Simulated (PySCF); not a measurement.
## Correlation energy of Cl⁺ (chlorine, charge +1)

[Ne] 3s2 3p4, high-spin 3P determinant. Calculation: PySCF 2.14, in aug-cc-pwCVDZ; no relativity, point nucleus. Frozen: [Ne]; 6 electrons correlated.

| level | correlation energy (mhartree) |
| --- | --- |
| CCSD | -118.25 |
| (T) | -1.86 |
| CCSD(T) | -120.11 |
| CCSDT | -120.51 |

Diagnostics: T1 = 0.0079, D1 = 0.0269, largest double amplitude 0.047.

Question: Is a single reference adequate?

Answer: Yes: T1 lies below 0.03 and no double amplitude reaches 0.07.
